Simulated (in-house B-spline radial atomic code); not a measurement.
How numerical settings move a run on Se2+, [Ar] 3d10 4s2 4p2. Computed with an all-electron radial atomic-structure program (B-spline basis): Dirac-Kohn-Sham PBE, spherical fractional occupations, Fermi nucleus of rms radius 4.14 fm.

Command:
```bash
python run_scf.py task.json out
```
Settings of the sound reference run:
```
Z                34
electrons        32
configuration    [Ar] 3d10 4s2 4p2
hamiltonian      dirac
method           pbe,pbe
spin_polarised   False
nucleus          fermi
rms_radius       4.14
mass_number      80
atomic_mass      79.91652
speed_of_light   137.036
knot_spacing     0.22
spline_order     8
gauss_points     12
box_radius       22.22
max_iterations   70
damping          0.5
damped_steps     3
diis_vectors     10
tolerance        1e-08
start            Thomas-Fermi
```

Run time, properties included: 1.2 s on 1 thread of AMD EPYC 7R43 64-Core Processor, with other jobs on the host.

It converges in 9 iterations to -2428.946726 hartree, with 4p3/2 at -25.294 eV. The other runs change the listed settings, some to values that make no sense; their results aren't properties of the atom or ion. Radii are in bohr (the nuclear one in fm), a minus after a letter asks for a j subshell, and «unchanged» means within 1e-8 hartree. The run stops when the residual is below 10 × tolerance × max(1, Z/10), or a noise floor if that is larger, and the energy moves by less than 1e-8 × √|E| hartree; so very loose and very tight tolerances often act alike.

```tsv
changed settings	outcome
knot_spacing = 1.4, gauss_points = 16, max_iterations = 50, damped_steps = 30, diis_vectors = 4	converged in 19 iterations, energy +1.46e+02 hartree from the reference, 4p3/2 level -9.6e-01 eV (the program warns: 4p3/2 reaches the box edge; 1s1/2 reaches the box edge)
first_knot = 0.0882, max_iterations = 3, damped_steps = 0	not converged after 3 iterations, last residual 9.6e-02, last energy +6.61e+00 hartree from the reference
first_knot = 0.0882	converged in 9 iterations, energy +6.43e+00 hartree from the reference, 4p3/2 level +2.8e-01 eV
max_iterations = 2	not converged after 2 iterations, last residual 1.7e-01, last energy +6.23e-01 hartree from the reference
damped_steps = 1	converged in 9 iterations, energy unchanged, 4p3/2 level -2.6e-06 eV
first_knot = 2.94e-05	converged in 9 iterations, energy +2.92e-07 hartree from the reference, 4p3/2 level -3.4e-06 eV
max_iterations = 3	not converged after 3 iterations, last residual 1.8e-02, last energy +4.07e-03 hartree from the reference
max_iterations = 100, diis_vectors = 20, tolerance = 1e-06	converged in 8 iterations, energy unchanged, 4p3/2 level -1.0e-04 eV
damped_steps = 8	converged in 12 iterations, energy unchanged, 4p3/2 level -5.4e-06 eV
first_knot = 0.00294	converged in 9 iterations, energy -1.01e-03 hartree from the reference, 4p3/2 level +9.3e-05 eV
first_knot = 0.00882	converged in 9 iterations, energy +1.85e-02 hartree from the reference, 4p3/2 level +9.9e-04 eV
first_knot = 0.0294	converged in 9 iterations, energy +4.41e-01 hartree from the reference, 4p3/2 level +1.5e-02 eV
max_iterations = 8	not converged after 8 iterations, last residual 2.3e-06, last energy -2.00e-10 hartree from the reference
first_knot = 2.94e-06	converged in 10 iterations, energy -1.34e-07 hartree from the reference, 4p3/2 level +8.8e-07 eV
first_knot = 0.000294	converged in 9 iterations, energy +2.29e-04 hartree from the reference, 4p3/2 level +2.6e-06 eV
gauss_points = 4, box_radius = 11.11, max_iterations = 60	converged in 9 iterations, energy -1.15e-07 hartree from the reference
```

(1) What happens with max_iterations = 5?

(2) What happens with knot_spacing = 0.1, max_iterations = 60, damped_steps = 0, start = bare nucleus?

(3) What happens with electrons = 33, configuration = [Ar] 3d10 4s2 4p2 5s-1, max_iterations = 100?

(4) What happens with electrons = 40, configuration = [Ar] 3d10 4s2 4p2 6s2 6p6, max_iterations = 100?

## Answers

(1) Not converged after 5 iterations, last residual 1.2e-03, last energy +3.68e-05 hartree from the reference.

(2) Converged in 10 iterations, energy -8.97e-07 hartree from the reference, 4p3/2 level -7.3e-06 eV.

(3) Stopped with error: j subshells need the Dirac Hamiltonian and l > 0.

(4) Converged in 12 iterations to -2428.2569 hartree, a different physical problem (warning: 6s1/2 has a positive eigenvalue: unbound, held by the box).
